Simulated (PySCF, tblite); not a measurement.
Species: 2-ethoxyacetamide, C4H9NO2.
Bonds: C1–C2, C2–O3, O3–C4, C4–C5, C5–N6, C5–O7 (double). Hydrogens: H8, H9, H10 on C1; H11, H12 on C2; H13, H14 on C4; H15, H16 on N6.

Computed with GFN2-xTB (tblite), gas phase: Langevin dynamics at 300 K from the optimised GFN2-xTB geometry, time step 0.5 fs, friction 0.01 fs⁻¹, 2000 steps. Over the second half of the run the saved frames average 306 K.

Frame at 250 fs, instantaneous temperature 285 K:
```
atom  x, y, z in Å
C1     -2.624    0.789    0.427
C2     -1.858   -0.488    0.735
O3     -0.444   -0.203    0.728
C4      0.308   -0.862   -0.223
C5      1.823   -0.463   -0.220
N6      2.143    0.478    0.708
O7      2.555   -0.903   -1.057
H8     -3.630    0.507    0.285
H9     -2.191    1.368   -0.381
H10    -2.692    1.389    1.291
H11    -2.128   -1.245   -0.067
H12    -2.195   -0.932    1.684
H13    -0.068   -0.852   -1.256
H14     0.391   -1.948   -0.088
H15     1.487    0.631    1.441
H16     3.065    0.755    0.676
```

Frame at 425 fs, instantaneous temperature 218 K:
```
atom  x, y, z in Å
C1     -2.913    0.739    0.907
C2     -2.228   -0.587    1.203
O3     -0.786   -0.355    1.277
C4     -0.251   -0.215   -0.071
C5      1.210   -0.589   -0.093
N6      1.802   -0.403    1.058
O7      1.804   -1.016   -1.096
H8     -3.999    0.632    0.728
H9     -2.557    1.148   -0.073
H10    -2.713    1.360    1.726
H11    -2.526   -1.374    0.537
H12    -2.468   -0.850    2.238
H13    -0.317    0.851   -0.405
H14    -0.683   -0.891   -0.748
H15     1.233   -0.126    1.887
H16     2.793   -0.693    1.207
```

Frame at 625 fs, instantaneous temperature 290 K:
```
atom  x, y, z in Å
C1     -2.606    0.863    0.915
C2     -2.088   -0.572    1.082
O3     -0.642   -0.473    1.046
C4     -0.049   -0.326   -0.250
C5      1.430   -0.608   -0.187
N6      1.947   -0.947    1.019
O7      2.138   -0.592   -1.135
H8     -3.705    0.879    1.016
H9     -2.344    1.164   -0.072
H10    -2.127    1.436    1.681
H11    -2.395   -1.218    0.263
H12    -2.308   -0.935    2.121
H13    -0.208    0.745   -0.663
H14    -0.587   -0.877   -0.975
H15     1.396   -0.726    1.838
H16     2.944   -1.028    1.071
```

Frame at 800 fs, instantaneous temperature 405 K:
```
atom  x, y, z in Å
C1     -2.299    1.035    1.078
C2     -1.717   -0.215    1.736
O3     -0.326   -0.416    1.556
C4      0.117   -0.621    0.242
C5      1.641   -0.737    0.297
N6      2.060   -1.038    1.542
O7      2.348   -0.454   -0.649
H8     -3.158    1.513    1.562
H9     -2.746    0.706    0.150
H10    -1.540    1.801    0.929
H11    -2.296   -1.096    1.458
H12    -1.740   -0.119    2.775
H13    -0.188    0.262   -0.300
H14    -0.278   -1.526   -0.191
H15     1.364   -0.971    2.240
H16     3.051   -0.985    1.727
```

Frame at 1000 fs, instantaneous temperature 296 K:
```
atom  x, y, z in Å
C1     -1.737    1.874    1.876
C2     -1.717    0.386    1.541
O3     -0.412   -0.197    1.520
C4      0.168   -0.200    0.160
C5      1.665   -0.422    0.017
N6      2.205   -1.246    0.996
O7      2.364    0.012   -0.866
H8     -2.123    2.057    2.893
H9     -2.364    2.371    1.145
H10    -0.763    2.314    1.891
H11    -2.301    0.330    0.580
H12    -2.304   -0.149    2.310
H13     0.032    0.760   -0.310
H14    -0.345   -1.010   -0.449
H15     1.607   -1.188    1.794
H16     3.215   -1.135    1.086
```

Q: What do single points at PBE0/pcSseg-1 (PySCF, gas phase) give on these frames?

A: 
```csv
t (fs),GFN2-xTB E above start (eV),DFT E above lowest frame (eV),HOMO (eV),LUMO (eV),dipole (D)
250,0.53,0.09,-7.26,1.02,3.77
425,0.49,0.07,-7.04,0.83,3.93
625,0.42,0.03,-7.18,0.85,3.60
800,0.40,0.00,-7.17,0.92,4.08
1000,0.62,0.27,-7.49,0.23,3.12
```

Both levels order the frames alike by energy; measured from each level's lowest frame they differ by 0.05 eV at most. The HOMO–LUMO gap runs from 7.72 to 8.28 eV. These are instantaneous structures, not minima.

Q: And the isotropic GIAO shieldings (ppm) from the same runs?

A: 
| atom | 250 fs | 425 fs | 625 fs | 800 fs | 1000 fs | mean | range |
| --- | --- | --- | --- | --- | --- | --- | --- |
| C1 | 172.7 | 170.4 | 169.6 | 174.3 | 169.6 | 171.3 | 4.7 |
| C2 | 112.2 | 112.1 | 108.6 | 124.4 | 117.9 | 115.0 | 15.8 |
| O3 | 310.4 | 277.7 | 280.5 | 294.1 | 278.9 | 288.3 | 32.7 |
| C4 | 112.2 | 112.5 | 115.3 | 119.7 | 106.4 | 113.2 | 13.3 |
| C5 | 15.2 | 12.7 | 19.7 | 13.2 | 7.9 | 13.7 | 11.8 |
| N6 | 158.0 | 145.9 | 152.4 | 153.9 | 144.2 | 150.9 | 13.8 |
| O7 | -53.5 | -68.1 | -68.4 | -79.4 | -111.3 | -76.1 | 57.8 |
| H8 | 31.8 | 30.3 | 30.4 | 30.3 | 29.8 | 30.5 | 2.0 |
| H9 | 30.4 | 29.2 | 30.4 | 30.3 | 30.3 | 30.1 | 1.2 |
| H10 | 31.1 | 31.0 | 30.7 | 30.5 | 30.9 | 30.8 | 0.6 |
| H11 | 27.6 | 28.5 | 28.1 | 28.3 | 27.4 | 28.0 | 1.1 |
| H12 | 27.4 | 27.4 | 26.7 | 28.5 | 27.3 | 27.5 | 1.8 |
| H13 | 27.8 | 26.7 | 26.4 | 28.0 | 28.2 | 27.4 | 1.8 |
| H14 | 28.0 | 29.3 | 28.8 | 28.6 | 26.7 | 28.3 | 2.6 |
| H15 | 25.7 | 24.8 | 25.9 | 25.0 | 26.7 | 25.6 | 1.9 |
| H16 | 28.1 | 25.9 | 27.2 | 27.1 | 26.8 | 27.0 | 2.2 |

The cost below is that of the whole dynamics run. On one thread, Intel Xeon at 2.50 GHz (x86_64), shared host with 64 logical CPUs at a one-minute load of 59, this took 33 s of wall time and 0.18 GiB of memory at its peak.
